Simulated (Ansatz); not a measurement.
Ansatz (a quantum-chemistry and plane-wave program) input (CCSD(T)/cc-pwCVTZ):
A basis named .json is the Basis Set Exchange file of that set.

Ansatz 0.2 input:
```yaml
crystal:
  periodic: [false, false, false]
  atoms:
    - {symbol: C, position_ang: [1.47908072, 0.85317005, -0.11463435]}
    - {symbol: C, position_ang: [0.40518717, 1.63386135, -0.30828621]}
    - {symbol: Si, position_ang: [-1.36645148, 1.02998598, -0.28975356]}
    - {symbol: C, position_ang: [-1.37455358, -0.85158361, -0.30906037]}
    - {symbol: C, position_ang: [-0.36524230, -1.44476024, 0.69955445]}
    - {symbol: Si, position_ang: [1.40803019, -0.97510654, 0.28042129]}
    - {symbol: H, position_ang: [2.46500795, 1.31492567, -0.17514160]}
    - {symbol: H, position_ang: [0.57161767, 2.69309425, -0.50642359]}
    - {symbol: H, position_ang: [-2.08501298, 1.58099860, -1.46662152]}
    - {symbol: H, position_ang: [-2.05262827, 1.53722347, 0.92811207]}
    - {symbol: H, position_ang: [-2.38712185, -1.21143484, -0.10482586]}
    - {symbol: H, position_ang: [-1.13416785, -1.18371212, -1.32416064]}
    - {symbol: H, position_ang: [-0.58424988, -1.08441486, 1.70985642]}
    - {symbol: H, position_ang: [-0.45088482, -2.53442939, 0.74181138]}
    - {symbol: H, position_ang: [2.32201697, -1.26817877, 1.41342640]}
    - {symbol: H, position_ang: [1.88648906, -1.75650941, -0.89082242]}
basis:
  gaussian:
    orbitals: cc-pwCVTZ.json
magnetization: {spin_polarized: false}
correlation: {method: ccsd_t, electrons: outside_noble_gas}
```

End of the output:

```
integrals: 7.68 GiB planned
2458 factors; integrals over basis functions are off by at most 1.1e-3 eV
3.43 GiB of device memory are held for the factors and their scratch space
mean field: 3.36 GiB planned
mean field evaluation 1: about -20001.9041 eV, gradient 3.9e1 eV
mean field evaluation 2: about -20002.3935 eV, gradient 3.8e1 eV
mean field evaluation 4: about -20006.8639 eV, gradient 5.0e0 eV
mean field evaluation 8: about -20006.9513 eV, gradient 2.2e-1 eV
mean field evaluation 16: about -20001.9069 eV, gradient 3.9e1 eV
mean field -20006.95147954 eV, -735.2419056742 hartree, gradient 3.5e-6 eV, S^2 0.000000; 0 other end points of the search recorded, 0 dependent functions left out
14 core orbitals not correlated
reference -20006.95147954 eV, -735.2419056742 hartree; 17, 17 occupied and 399, 399 virtual orbitals, 2458 factors
second order -25.01606501 eV of doubles, -0.00000000 eV of singles
coupled cluster: 47.37 GiB planned
cycle   1  -25.95925956 eV  change   -9.4e-1 eV  update   1.1e-1
cycle   2  -26.69102156 eV  change   -7.3e-1 eV  update   3.3e-2
cycle   3  -26.79614423 eV  change   -1.1e-1 eV  update   1.4e-2
cycle   4  -26.78952558 eV  change    6.6e-3 eV  update   3.8e-3
cycle   5  -26.79026874 eV  change   -7.4e-4 eV  update   1.4e-3
cycle   6  -26.79019323 eV  change    7.6e-5 eV  update   3.8e-4
cycle   7  -26.79011363 eV  change    8.0e-5 eV  update   1.3e-4
cycle   8  -26.79015130 eV  change   -3.8e-5 eV  update   4.0e-5
perturbative correction -1.20057973 eV, -0.0441204915 hartree
Total energy: -20034.94221057 eV, -736.2705460668 hartree
```
